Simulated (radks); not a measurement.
The numbers below are computed, except where a source is named.
Polarisability of neutral vanadium, [Ar] 3d3 4s2, at imaginary frequency. Level of theory: scalar-relativistic Kohn-Sham, LB94 model potential, spin-unpolarised, spherical densities, finite nucleus; Fermi nuclear charge, rms radius 3.6002 fm (a radial shooting solver on a logarithmic mesh with Libxc functionals). Response by self-consistent Sternheimer equations with the Hartree and adiabatic LDA kernel, the relativistic mass of each level held fixed and spin-orbit coupling left out.

| w (hartree) | alpha1(iw) (bohr^3) |
|---|---|
| 0.00266 | 66.50 |
| 0.0143 | 66.08 |
| 0.0360 | 63.86 |
| 0.0697 | 57.63 |
| 0.118 | 46.45 |
| 0.186 | 32.90 |
| 0.280 | 21.09 |
| 0.413 | 12.83 |
| 0.605 | 7.691 |
| 0.892 | 4.592 |
| 1.35 | 2.680 |
| 2.12 | 1.447 |
| 3.59 | 0.6589 |
| 6.94 | 0.2241 |
| 17.5 | 0.04608 |

Static values: alpha1 = 66.51 bohr^3 (9.856 angstrom^3; uncoupled 122.8). C6 = 631.8, triple-dipole C9 = 30290 atomic units. One-pole (London) frequency 4 C6 / (3 alpha1^2) = 0.190 hartree, against 0.296 for minus the highest occupied eigenvalue. Recommended static value: 87 bohr^3 (Schwerdtfeger and Nagle, 2023 table).

Beside tabulated values, note that spin-unpolarised runs miss the spin-polarisation part of the exchange energy of open shells.
